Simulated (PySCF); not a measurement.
N-methyl-N-silylmethanamine (C2H9NSi), SMILES CN(C)[SiH3].

Geometry optimised at r2SCAN-D4/def2-SVP.

These are PySCF with TDA-PBE/def2-SVPD values and carry that method's errors.

Vertical excitations. The molecule is in vacuum. State labels are in the subgroup Cs.

Computed UV-visible absorptions:
| state | symmetry | energy (eV) | λ (nm) | f | main pairs |
|---|---|---|---|---|---|
| S1 | A' | 4.76 | 261 | 0.010 | HOMO→LUMO 99 % |
| S2 | A' | 5.41 | 229 | 0.036 | HOMO→LUMO+1 98 % |
| S3 | A" | 5.65 | 219 | 0.001 | HOMO→LUMO+2 100 % |
| S4 | A' | 5.94 | 209 | 0.006 | HOMO→LUMO+3 96 % |
| S5 | A" | 6.22 | 199 | 0.000 | HOMO→LUMO+5 100 % |
| S6 | A' | 6.28 | 198 | 0.036 | HOMO→LUMO+4 92 % |
| S7 | A' | 6.98 | 178 | 0.108 | HOMO→LUMO+6 97 % |
| S8 | A' | 7.16 | 173 | 0.037 | HOMO→LUMO+7 98 % |
| S9 | A" | 7.33 | 169 | 0.002 | HOMO→LUMO+8 100 % |
| S10 | A' | 7.85 | 158 | 0.002 | HOMO−1→LUMO 64 %, HOMO→LUMO+9 26 % |
| T1 | A' | 4.60 | 269 | 0 | HOMO→LUMO 99 % |
| T2 | A' | 5.15 | 241 | 0 | HOMO→LUMO+1 99 % |
| T3 | A" | 5.52 | 224 | 0 | HOMO→LUMO+2 100 % |
| T4 | A' | 5.79 | 214 | 0 | HOMO→LUMO+3 93 % |
Triplets are in the Tamm–Dancoff approximation.
